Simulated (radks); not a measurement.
Tc IV, configuration [Kr] 4d4. All-electron calculation, scalar-relativistic Kohn-Sham, PBEsol, spin-polarised, spherical densities, finite nucleus; open shells are filled with parallel spins first (spin-orbit coupling, left out, can overturn this in heavy ions); Fermi nuclear charge, rms radius 4.4112 fm. Program: a radial shooting solver on a logarithmic mesh with Libxc functionals. Some entries of the table are withheld. Estimate them.

orbital  occ.  eigenvalue (hartree)  <r^2> (bohr^2)
1s down     1             -767.5454        0.001588
1s up       1             -767.5450        0.001588
2s up       1             -110.4938         0.02640
2s down     1             -110.4723         0.02640
2p up       3             -99.03000         0.02078
2p down     3             -99.01380         0.02077
3s up       1             -20.16934          0.1979
3s down     1             -20.15703          0.1978
3p up       3             -16.40807          0.2019
3p down     3             -16.39425          0.2017
3d up       5             -10.31825          0.1912
3d down     5             -10.29764          0.1909
4s up       1              -3.84839           1.256
4s down     1              -3.74127           1.243
4p up       3              -2.81322             (1)
4p down     3              -2.69760             (2)
4d up       4              -1.33868           2.671
4d down     0              -1.21566           2.728

Answer. 
(1) 4p up <r^2> (bohr^2): 1.535
(2) 4p down <r^2> (bohr^2): 1.520
